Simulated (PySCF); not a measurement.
# Cs2O at several levels of theory

All levels use the PBE0 minimum (singlet; O–Cs 2.386 Å (×2); Cs–O–Cs 180.0°), basis [O def2-TZVP, Cs def2-TZVP with ECP46], scalar-relativistic core potentials, density fitting, no spin–orbit coupling, PySCF. For vertical energies the ionised species is a doublet (spins chosen at PBE0 and kept). Atomisation goes to high-spin ground-configuration atoms, without zero-point energy. Open shells are unrestricted, also as the reference of the correlated levels. A dash marks a value that was not computed or is not defined at that level.

```csv
level,atomisation (kJ/mol),vertical IP (eV),−ε(HOMO) (eV),gap (eV)
PBE0,486,4.32,3.02,2.62
HF,93,1.96,5.72,6.19
MP2,490,4.51,–,–
PBE,556,4.80,2.19,1.31
CCSD(T),?,–,–,–
r2SCAN,524,4.34,2.05,1.66
B3LYP,489,4.45,2.89,2.27
TPSSh,?,?,?,?
HSE06,486,4.33,2.67,2.01
BP86,555,4.88,2.27,1.51
```

Problem. Fill in the row of CCSD(T).

Solution. atomisation (kJ/mol) 428.

Problem. Fill in the row of TPSSh.

Solution. atomisation (kJ/mol) 513, vertical IP (eV) 4.37, −ε(HOMO) (eV) 2.41, gap (eV) 1.84.

For Cs₂O itself CCSD(T) correlates 24 electrons; T1 = 0.028, D1 = 0.112, (T) = -49 kJ/mol. T1 is large, so the single-reference value is itself in doubt.
